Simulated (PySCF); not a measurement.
Compound: B5H9S.
Bonds: B1–B2, B1–B3, B1–B4, B2–B3, B2–B5, B3–B4, B3–B5, B3–S8, B4–B5. Hydrogens: H6, H12, H15 on B1; H7, H12, H13 on B2; H10, H14, H15 on B4; H11, H13, H14 on B5; H9 on S8.

Method used: PBE0-D3(BJ)/def2-SVP geometry optimisation, gas phase in PySCF.

How far are the bound atoms from B1?

6 atoms: H6 1.198 Å, H12 1.350 Å, H15 1.351 Å, B3 1.708 Å, B2 1.787 Å, B4 1.800 Å. The nearest atom not counted as bound is B5, at 2.54 Å.

List the angles at B1.

```csv
angle,degrees,distance of the outer atoms (Å)
B2–B1–H6,134.8,2.76
B4–B1–H6,134.6,2.77
B3–B1–H6,131.4,2.66
B2–B1–H15,110.1,2.58
B4–B1–H12,109.3,2.58
H6–B1–H12,108.2,2.07
H6–B1–H15,107.7,2.06
B3–B1–H12,106.3,2.46
B3–B1–H15,105.7,2.45
H12–B1–H15,89.8,1.91
B2–B1–B4,89.8,2.53
B2–B1–B3,58.1,1.70
B3–B1–B4,57.9,1.70
B2–B1–H12,49.1,1.36
B4–B1–H15,48.5,1.36
```

Describe the arrangement about B1 in numbers.

The three widest angles are 134.8°, 134.6° and 131.4°, the others run from 48.5° to 110.1°. Some of the bound atoms are bonded to each other. The B–B distances aren't all alike: 1.708 to 1.800 Å. The B–H distances aren't all alike: 1.198 to 1.351 Å.

How far are the bound atoms from B3?

5 atoms: B2 1.699 Å, B4 1.700 Å, B1 1.708 Å, B5 1.710 Å, S8 1.851 Å. The nearest atom not counted as bound is H9, at 2.41 Å.

List the angles at B3.

```tsv
angle	degrees	distance of the outer atoms (Å)
B4–B3–S8	133.7	3.27
B1–B3–S8	133.3	3.27
B5–B3–S8	130.6	3.24
B2–B3–S8	130.0	3.22
B2–B3–B4	96.2	2.53
B1–B3–B5	96.0	2.54
B1–B3–B4	63.8	1.80
B2–B3–B5	63.7	1.80
B1–B3–B2	63.2	1.79
B4–B3–B5	63.2	1.79
```

Describe the arrangement about B3 in numbers.

τ5 = (β − α)/60° = 0.01 from the two widest angles, 133.7° and 133.3° (0 for a square pyramid, 1 for a trigonal bipyramid). Some of the bound atoms are bonded to each other.

What are the other bond lengths?

B2–H12, B4–H14 1.360 Å; S8–H9 1.349 Å.

Give some angles away from the centre.

B1–B2–B3 58.6°, B1–H12–B2 82.4°, B2–H13–B5 83.3°.

Charge 0, singlet. PBE0-D3(BJ)/def2-SVP frequencies: not computed here.
